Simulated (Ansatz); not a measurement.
Start from `[CH3][Ga]([NH2])[SH]` and change one element to get `CB(N)S`.

Ansatz, PBE0-D4/def2-TZVP geometries, multiplicity 1. Each molecule was computed in one conformer, which needn't be the lowest.

Scalar relativity is left out up to krypton.

```tsv
property	`[CH3][Ga]([NH2])[SH]`
HOMO energy (PBE0/def2-TZVPP) / eV	-7.01
HOMO–LUMO gap (B3LYP/def2-TZVPP) / eV	6.55
size of the dipole moment (PBE/def2-TZVPP) / D	2.10
LUMO energy (ωB97M-V/def2-TZVPP) / eV	1.71
size of the dipole moment (B3LYP/def2-TZVPP) / D	2.08
size of the dipole moment (ωB97M-V/def2-TZVPP) / D	2.09
```

(1) What does the change do to each property? (Best estimate.)

## Answers

(1) Computed: 
| property | `CB(N)S` | shift |
| --- | --- | --- |
| HOMO energy (PBE0/def2-TZVPP) / eV | -7.06 | -0.05 |
| HOMO–LUMO gap (B3LYP/def2-TZVPP) / eV | 7.00 | 0.45 |
| size of the dipole moment (PBE/def2-TZVPP) / D | 2.49 | 0.39 |
| LUMO energy (ωB97M-V/def2-TZVPP) / eV | 1.93 | 0.22 |
| size of the dipole moment (B3LYP/def2-TZVPP) / D | 2.47 | 0.39 |
| size of the dipole moment (ωB97M-V/def2-TZVPP) / D | 2.49 | 0.40 |

With PBE0 the HOMO falls by 0.05 eV and the LUMO rises by 0.48 eV, so the gap widens by about 0.53 eV. PBE moves the HOMO by -0.12 eV and ωB97M-V by -0.01 eV. Dipoles are sizes alone; their direction can turn.

B3LYP here is the variant with VWN-RPA as its local correlation; programs differ in this.
